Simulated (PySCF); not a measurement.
C₄H₇F₃Si.
Numbering: `[CH3:1][Si@@H:2]1[CH2:3][C@@H:4]1[C:5]([F:6])([F:7])[F:8]` (hydrogens: H9, H10, H11 on C1; H12 on Si2; H13, H14 on C3; H15 on C4)

Structure used (PBE0-D3(BJ)/def2-SVP), in Å, numbered top down from 1:
```xyz
15
C4H7F3Si angstrom
C      1.9066    0.0039   -1.0484
Si     0.3762    0.9780   -0.6281
C     -0.2745    1.0323    1.1093
C     -1.1150    0.1636    0.1522
C     -1.2333   -1.2910    0.4447
F     -0.0385   -1.8488    0.7243
F     -1.7538   -1.9644   -0.5857
F     -2.0176   -1.5364    1.5055
H      1.8250   -0.4330   -2.0551
H      2.0341   -0.8149   -0.3268
H      2.7997    0.6462   -1.0211
H      0.0572    2.1200   -1.5221
H     -0.7690    1.9146    1.5276
H      0.2922    0.4728    1.8631
H     -2.0939    0.5784   -0.1143
```

Computed with PySCF at PBE0/pcSseg-1, non-relativistic, on one gas-phase PBE0-D3(BJ)/def2-SVP geometry that isn't relaxed in the solvent. The solvent is an IEF-PCM continuum (Bondi radii, 1.10 Å for H, scaled by 1.2). Specific hydrogen bonds and non-electrostatic terms are outside this model.

```
run  E − E(gas) (kcal/mol)  HOMO (eV)  HOMO–LUMO gap (eV)  dipole (D)
gas                   0.00      -7.39                7.90        2.77
  P                  -1.47      -7.28                7.93        3.03
  Q                  -1.29      -7.29                7.92        3.00
```

Question: The runs were made in benzene and cyclohexane. Which run belongs to which solvent?

Answer: P = benzene, Q = cyclohexane. The dielectric constants are 2.017 (cyclohexane), 2.271 (benzene), and the energy falls further as ε rises. In this model the ground state sees the solvent through ε alone.

Question: How constant is the ratio of the lowering to (ε − 1)/(2ε + 1)?

Answer: 
```csv
solvent,(ε − 1)/(2ε + 1),E − E(gas) (kcal/mol),ratio (kcal/mol),polarisation term (kcal/mol)
cyclohexane,0.202,-1.29,-6.4,-1.35
benzene,0.229,-1.47,-6.4,-1.54
```

The ratio changes by -0.1 % in size from cyclohexane to benzene. The polarisation term is half the interaction of the solute with the induced surface charges.
